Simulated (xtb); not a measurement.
Ga(F)(Cl)(OH) (ClFGaHO), SMILES [OH][Ga]([F])[Cl]. All values are semi-empirical tight-binding results from xtb (GFN2-xTB unless named), good for trends rather than for accurate numbers. Geometry optimised at GFN2-xTB. The values are those of a single conformer.

Optimised geometry:

```xyz
5

Ga     0.0124    -0.2464     0.0000
F     -1.5096    -1.1448     0.0000
Cl     0.0597     1.8142     0.0000
O      1.3763    -1.3289     0.0000
H      1.1762    -2.2686     0.0000
```

For metal compounds this method's bond lengths and energies can be far off.

Computed properties:
| Property | Value |
|---|---|
| point group as xtb finds it | Cs |
| orbital gap | 4.18 eV |
| zero-point energy | 9.1 kcal/mol |
| G − E(el) at 298.15 K (modified RRHO) | -10.3 kcal/mol |

Computed atomic charges and the Wiberg bond orders between heavy atoms:
charges (e) Ga1 0.17, F2 -0.23, Cl3 0.08, O4 -0.38, H5 0.36. Bond orders Ga1–F2 1.11, Ga1–Cl3 1.36, Ga1–O4 1.26.
